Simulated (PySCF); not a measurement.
## Functional benchmark on one molecule

Molecule: SMILES CCCNC(C)=O, C5H11NO.

Molfile (atoms numbered from 1):
```
C5H11NO
     RDKit          3D

 18 17  0  0  0  0  0  0  0  0999 V2000
   -1.8870    0.8886   -0.7221 C   0  0  0  0  0  0  0  0  0  0  0  0
   -1.7894   -0.3360    0.1727 C   0  0  0  0  0  0  0  0  0  0  0  0
   -0.5753   -1.2093   -0.1262 C   0  0  0  0  0  0  0  0  0  0  0  0
    0.6824   -0.5288    0.0631 N   0  0  0  0  0  0  0  0  0  0  0  0
    1.5016   -0.1923   -0.9752 C   0  0  0  0  0  0  0  0  0  0  0  0
    2.7469    0.5671   -0.5694 C   0  0  0  0  0  0  0  0  0  0  0  0
    1.2549   -0.4797   -2.1295 O   0  0  0  0  0  0  0  0  0  0  0  0
   -2.7667    1.5008   -0.4734 H   0  0  0  0  0  0  0  0  0  0  0  0
   -0.9958    1.5265   -0.6173 H   0  0  0  0  0  0  0  0  0  0  0  0
   -1.9577    0.6024   -1.7826 H   0  0  0  0  0  0  0  0  0  0  0  0
   -2.6921   -0.9609    0.0653 H   0  0  0  0  0  0  0  0  0  0  0  0
   -1.7657   -0.0265    1.2334 H   0  0  0  0  0  0  0  0  0  0  0  0
   -0.6038   -2.1229    0.4922 H   0  0  0  0  0  0  0  0  0  0  0  0
   -0.5844   -1.5251   -1.1800 H   0  0  0  0  0  0  0  0  0  0  0  0
    0.9314   -0.2238    0.9948 H   0  0  0  0  0  0  0  0  0  0  0  0
    3.3502    0.7532   -1.4649 H   0  0  0  0  0  0  0  0  0  0  0  0
    2.4837    1.5299   -0.1045 H   0  0  0  0  0  0  0  0  0  0  0  0
    3.3407   -0.0076    0.1578 H   0  0  0  0  0  0  0  0  0  0  0  0
  1  2  1  0
  2  3  1  0
  3  4  1  0
  4  5  1  0
  5  6  1  0
  5  7  2  0
  1  8  1  0
  1  9  1  0
  1 10  1  0
  2 11  1  0
  2 12  1  0
  3 13  1  0
  3 14  1  0
  4 15  1  0
  6 16  1  0
  6 17  1  0
  6 18  1  0
M  END
```

Geometry PBE0-D3(BJ)/def2-SVP throughout; GIAO in PySCF, gas phase, one conformer, non-relativistic; equivalent atoms averaged; basis pcSseg-1.

Reference values (measured; solution, not stated per compound (mostly CDCl3 or CCl4); Pretsch, Buehlmann, Badertscher, Structure Determination of Organic Compounds, 4th ed. (2009)): δ(C3) = 40.7 ppm, δ(C2) = 22.5 ppm, δ(C1) = 11.1 ppm, δ(H13/H14) = 3.18 ppm, δ(H11/H12) = 1.55 ppm, δ(H8/H9/H10) = 0.96 ppm. Computed shifts are taken against TMS, calculated as an isolated molecule at each level.

How do the functionals HF, LDA, PBE, OPBE, KT2, PBE0, BHandHLYP, CAM-B3LYP, wB97X-D perform against the reference? Times are CPU seconds on shared hosts with different chips, so compare them loosely; the GGAs took longer than the global hybrids here, which isn't the general rule, and the cause wasn't traced.

## Answers


```csv
functional,kind,C3,C2,C1,H13/H14,H11/H12,H8/H9/H10,mean abs. error C,mean abs. error H,core-s
HF,Hartree–Fock,35.4,25.1,12.1,3.20,1.06,0.97,3.0,0.17,7.8
LDA,LDA,40.9,27.9,10.6,3.43,1.29,0.90,2.0,0.19,19
PBE,GGA,40.8,29.0,12.4,3.40,1.29,0.92,2.6,0.17,24
OPBE,GGA,39.1,27.7,12.6,3.38,1.28,0.90,2.8,0.18,50
KT2,GGA,40.7,28.8,12.4,3.42,1.28,0.93,2.5,0.18,33
PBE0,global hybrid,39.3,27.3,12.0,3.33,1.20,0.92,2.4,0.18,22
BHandHLYP,global hybrid,38.6,27.3,12.3,3.28,1.15,0.96,2.7,0.17,18
CAM-B3LYP,range-separated hybrid,39.4,27.6,11.9,3.31,1.19,0.95,2.4,0.17,22
wB97X-D,range-separated hybrid,39.0,26.7,12.2,3.29,1.16,0.93,2.3,0.18,22
```

For 13C the closest is LDA (2.0 ppm) and the furthest HF (3.0 ppm).

For 1H the closest is BHandHLYP (0.17 ppm, with CAM-B3LYP, PBE, HF, OPBE, wB97X-D, KT2, PBE0, LDA practically level) and the furthest LDA (0.19 ppm). One molecule is a small sample, and vibrational and solvent effects are absent from the calculation.
